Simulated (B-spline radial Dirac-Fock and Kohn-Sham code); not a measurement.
## X-ray form factors of molybdenum in several charge states

Method: Dirac-Fock orbitals of the configuration average with a finite nucleus. Computed with an atomic code on a B-spline grid.

Configurations: Mo³²⁺ [He] 2s2 2p6; Mo³³⁺ [He] 2s2 2p5; Mo³⁵⁺ [He] 2s2 2p3; Mo³⁶⁺ [He] 2s2 2p2; Mo³⁸⁺ [He] 2s2. The first column is f₀ of Mo³²⁺, the others are differences from it.

| s (Å⁻¹) | Mo³²⁺ | Δ Mo³³⁺ | Δ Mo³⁵⁺ | Δ Mo³⁶⁺ | Δ Mo³⁸⁺ |
| --- | --- | --- | --- | --- | --- |
| 0 | 10.000 | -1.000 | -3.000 | -4.000 | -6.000 |
| 0.05 | 9.997 | -1.000 | -2.999 | -3.998 | -5.998 |
| 0.1 | 9.987 | -0.998 | -2.995 | -3.993 | -5.990 |
| 0.15 | 9.970 | -0.996 | -2.989 | -3.985 | -5.979 |
| 0.2 | 9.947 | -0.993 | -2.980 | -3.974 | -5.962 |
| 0.25 | 9.917 | -0.989 | -2.968 | -3.959 | -5.941 |
| 0.3 | 9.881 | -0.984 | -2.955 | -3.941 | -5.915 |
| 0.35 | 9.839 | -0.979 | -2.939 | -3.920 | -5.885 |
| 0.4 | 9.790 | -0.972 | -2.920 | -3.896 | -5.850 |
| 0.45 | 9.735 | -0.965 | -2.899 | -3.868 | -5.811 |
| 0.5 | 9.674 | -0.957 | -2.876 | -3.838 | -5.767 |
| 0.6 | 9.536 | -0.939 | -2.824 | -3.770 | -5.668 |
| 0.7 | 9.375 | -0.918 | -2.763 | -3.690 | -5.554 |
| 0.8 | 9.195 | -0.894 | -2.695 | -3.601 | -5.425 |
| 0.9 | 8.996 | -0.868 | -2.620 | -3.503 | -5.283 |
| 1 | 8.781 | -0.840 | -2.539 | -3.397 | -5.130 |
| 1.1 | 8.551 | -0.810 | -2.453 | -3.285 | -4.967 |
| 1.2 | 8.309 | -0.779 | -2.363 | -3.166 | -4.795 |
| 1.4 | 7.796 | -0.714 | -2.173 | -2.916 | -4.431 |
| 1.6 | 7.257 | -0.646 | -1.975 | -2.656 | -4.050 |
